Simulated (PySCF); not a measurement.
Input file for PySCF: R-BP86/6-31G* on CH9GeN (a complex), monomers drawn apart or pushed together.

```python
from pyscf import gto, scf, dft, mp
from pyscf.data.elements import chemcore

mol = gto.M(
    atom='''
    Ge   -0.11633913   -0.18633466    0.27624176
    H    -0.49513572   -0.10737616   -1.21030358
    H     1.11741138   -1.08656079    0.44048816
    H    -1.28880555   -0.77367958    1.07495295
    H     0.20355214    1.22091648    0.80055634
    C    -0.41701479    0.64363454    4.65953288
    N     0.69665136   -0.24188197    4.32750776
    H    -0.03195989    1.52892364    5.16785358
    H    -1.08429423    0.13450746    5.35659849
    H    -1.01693801    0.98044942    3.80328103
    H     1.34692713    0.20808257    3.69535683
    H     0.37089716   -1.08602975    3.87338859
    ''',
    basis='6-31g*',
    cart=True,
    charge=0, spin=0, verbose=3, max_memory=1800)
mf = dft.RKS(mol, xc='b88,p86')
mf.conv_tol = 1e-8
mf.max_cycle = 100
mf.kernel()
if not mf.converged:
    mf = mf.newton().run(mf.mo_coeff, mf.mo_occ)
```

Give the final energy of this run.

-2175.2224 hartree.
